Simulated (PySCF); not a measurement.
Vertical excitations of a molecule C₂H₈BFN₂ from PySCF with TDDFT-PBE/def2-SVPD, as energy in eV (oscillator strength): 4.84 (0.013), 5.71 (0.008), 5.97 (0.001), 6.49 (0.011), 6.62 (0.001), 6.87 (0.177), 6.94 (0.072), 7.24 (0.001), 7.33 (0.026), 7.58 (0.001). Lowest triplet (TDA): 4.76 eV. Geometry optimised at B3LYP-D3(BJ)/def2-SVP. One conformer was computed; it need not be the lowest.

Task: Which molecule gave these data?
(A) CNB(F)NC
(B) CN(C)B(N)F
(C) CCNB(N)F
(D) CNB(N)CF

Result: B, CN(C)B(N)F
